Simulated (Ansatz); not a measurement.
Gas-phase electronic energies from Ansatz, PBE0-D4/def2-TZVP geometries. CCSD(T)/CBS adds triple-zeta CCSD(T) − MP2 to the extrapolated MP2 energy (def2 sets, frozen cores). This one scheme is used for every species. DFT in def2-TZVPP. Each species was taken in one conformer, which may not be the lowest.

`C[SiH2]C(C)S` + `[NH2][AlH2]` → `C[SiH2][NH][AlH2]` + `CCS`  (ligand exchange at the Si–C bond)

`C[SiH2]C(C)S`:

```xyz
15

C     0.773   -0.615    1.723
Si    1.095    0.417    0.202
C    -0.429    0.521   -0.907
C    -0.955   -0.847   -1.322
S    -1.775    1.386   -0.028
H    -0.091   -0.231    2.269
H     0.579   -1.657    1.459
H     1.639   -0.594    2.389
H     1.480    1.806    0.583
H     2.217   -0.170   -0.590
H    -0.187    1.097   -1.805
H    -0.189   -1.396   -1.875
H    -1.835   -0.757   -1.965
H    -1.239   -1.445   -0.453
H    -1.083    2.484    0.320
```

`[NH2][AlH2]`:

```xyz
6

N    -0.449    0.616    0.547
Al    0.397   -0.544   -0.483
H    -0.421    0.619    1.554
H    -1.029    1.368    0.211
H     1.266   -1.663    0.222
H     0.236   -0.396   -2.051
```

`C[SiH2][NH][AlH2]`:

Cartesian coordinates in Å:
```
C 1.926 0.630 -0.136
Si 0.414 -0.273 -0.757
N -1.052 0.286 -0.026
Al -2.212 -0.596 0.998
H 2.828 0.250 -0.624
H 1.858 1.701 -0.349
H 2.041 0.506 0.943
H 0.358 -0.119 -2.241
H 0.514 -1.723 -0.437
H -1.283 1.250 -0.229
H -3.488 0.193 1.506
H -1.905 -2.106 1.352
```

`CCS`:

Cartesian coordinates in Å:
```
C -0.688 0.547 0.394
C 0.073 -0.679 -0.063
S 1.850 -0.406 -0.296
H -0.270 0.943 1.322
H -1.741 0.305 0.563
H -0.643 1.339 -0.357
H 0.024 -1.470 0.690
H -0.348 -1.091 -0.982
H 1.743 0.511 -1.271
```

```csv
level,ΔE (kJ/mol)
PBE0,-64.0
HF/CBS(def2),-85.8
```

(1) What does CCSD(T)/CBS give? (Best estimate.)

Largest T1 diagnostic among the species: 0.011.

## Answers

(1) Computed: -62.8 kJ/mol. The listed levels differ from it by -1.2, -23.0 kJ/mol.

From PBE to PBE0 (25 % exact exchange), in def2-TZVPP and without D4, ΔE moves by −3.4 kJ/mol. In def2-TZVPP, CCSD(T) changes the Hartree–Fock value by +20.5 kJ/mol (the triples alone add +3.0 kJ/mol) and MP2 by +22.1 kJ/mol. The D4 term adds +8.2 kJ/mol with B3LYP and +4.6 kJ/mol with PBE0; it sums over pairs of atoms, weighted by their polarisabilities, and B3LYP, whose exchange is more repulsive, gets the larger term.

B3LYP here is the variant with VWN-RPA as its local correlation; programs differ in this.
